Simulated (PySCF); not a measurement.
H3O, SMILES [OH3+], charge +1.

Coordinates come from a PBE0-D3(BJ)/def2-TZVPD optimisation. The isomer is the one that the SMILES or the coordinates give; other isomers of the formula were not compared.

Computed with HF/def2-TZVPD (PySCF).

Symmetry labels are those of the subgroup Cs that the program uses (full group C3v).

### Question
List the valence orbital energies around the gap with their symmetry. (The exact figures need the calculation; the answer reports its results.)

### Answer

```json
[
 {"orbital": "HOMO−4", "symmetry": "A'", "energy (eV)": "-571.46"},
 {"orbital": "HOMO−3", "symmetry": "A'", "energy (eV)": "-48.94"},
 {"orbital": "HOMO−2", "symmetry": "A'", "energy (eV)": "-30.83"},
 {"orbital": "HOMO−1", "symmetry": "A\"", "energy (eV)": "-30.83"},
 {"orbital": "HOMO", "symmetry": "A'", "energy (eV)": "-25.95"},
 {"orbital": "LUMO", "symmetry": "A'", "energy (eV)": "-4.50"},
 {"orbital": "LUMO+1", "symmetry": "A'", "energy (eV)": "-2.48"},
 {"orbital": "LUMO+2", "symmetry": "A\"", "energy (eV)": "-2.48"},
 {"orbital": "LUMO+3", "symmetry": "A'", "energy (eV)": "-1.78"}
]
```
